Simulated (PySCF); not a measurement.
C7H10Ge.
Numbering: `[CH3:1][C:2]#[C:3][C:4]1=[CH:5][CH2:6][GeH2:7][CH2:8]1` (hydrogens: H9, H10, H11 on C1; H12 on C5; H13, H14 on C6; H15, H16 on Ge7; H17, H18 on C8)

Computed with PySCF at wB97X-D/def2-SVPD, non-relativistic, on one gas-phase PBE0-D3(BJ)/def2-SVP geometry that isn't relaxed in the solvent. The solvent is an IEF-PCM continuum (Bondi radii, 1.10 Å for H, scaled by 1.2), and excitations are vertical TDDFT with non-equilibrium linear response and a frozen core. The model holds no explicit solvent molecules, cavitation or dispersion. Spin–orbit coupling is left out although an atom past zinc is present.

Gas-phase singlets (H = HOMO, L = LUMO):

| state | E (eV) | λ (nm) | f | leading configurations |
| --- | --- | --- | --- | --- |
| S1 | 5.418 | 229 | 0.000 | H-1→L 93% |
| S2 | 5.471 | 227 | 0.337 | H→L 87% |
| S3 | 6.127 | 202 | 0.000 | H→L+5 45%, H→L+1 17%, H→L+3 12% |
| S4 | 6.297 | 197 | 0.000 | H→L+1 52%, H→L+2 18%, H→L+5 10% |
| S5 | 6.907 | 180 | 0.000 | H-2→L 84% |

What are the lowest 5 singlets in benzene (ε = 2.271)?

| state | E (eV) | λ (nm) | f | leading configurations | change by rank (eV) |
| --- | --- | --- | --- | --- | --- |
| S1 | 5.373 | 231 | 0.472 | H→L 90% | -0.045 |
| S2 | 5.457 | 227 | 0.000 | H-1→L 92% | -0.014 |
| S3 | 6.131 | 202 | 0.001 | H→L+5 41%, H→L+1 24%, H→L+3 15% | +0.004 |
| S4 | 6.290 | 197 | 0.001 | H→L+1 46%, H→L+2 20%, H→L+5 14% | -0.007 |
| S5 | 6.853 | 181 | 0.000 | H-2→L 94% | -0.054 |

The ground-state energy changes by -0.064 eV from gas to benzene. By how much does the total energy of gas-phase S2 change?

E(S2) = E(S0) + excitation energy, so it changes by -0.064 − 0.098 = -0.162 eV: it is lowered more than the ground state, which is what a red shift means. This is the vertical state, with the slow part of the continuum still set for S0.

How do the frontier levels move from gas to benzene?

| orbital | gas (eV) | solvent (eV) | change (eV) | Löwdin shares, gas | Löwdin shares, solvent |
| --- | --- | --- | --- | --- | --- |
| LUMO+2 | 2.26 | 2.30 | +0.04 | Ge7 29 %, C8 9 %, H15 9 %, H16 9 % | Ge7 29 %, H15 9 %, H16 9 %, C8 9 % |
| LUMO+1 | 1.99 | 2.02 | +0.03 | Ge7 40 %, H15 7 %, H16 7 %, C5 6 % | Ge7 38 %, H15 6 %, H16 6 %, C3 6 % |
| LUMO | 1.31 | 1.30 | -0.01 | C5 26 %, C4 22 %, C2 14 %, C3 12 % | C5 26 %, C4 22 %, C2 14 %, C3 12 % |
| HOMO | -8.11 | -8.14 | -0.03 | C5 23 %, C2 21 %, C4 18 %, C3 17 % | C5 23 %, C2 20 %, C4 18 %, C3 16 % |
| HOMO-1 | -9.11 | -9.16 | -0.05 | C2 34 %, C3 34 %, C8 8 %, C1 7 % | C2 34 %, C3 33 %, C8 8 %, C1 7 % |
| HOMO-2 | -10.15 | -10.11 | +0.04 | C6 33 %, Ge7 22 %, C8 14 %, C5 7 % | C6 33 %, Ge7 22 %, C8 13 %, C5 7 % |
| HOMO-3 | -10.44 | -10.46 | -0.02 | C3 22 %, C2 15 %, C4 14 %, C8 8 % | C3 21 %, C2 14 %, C4 12 %, C8 8 % |

The HOMO–LUMO gap goes from 9.42 to 9.43 eV.

The pairwise dispersion term of wB97X-D wasn't added to the energies; at a given geometry it leaves orbitals and properties as they are.
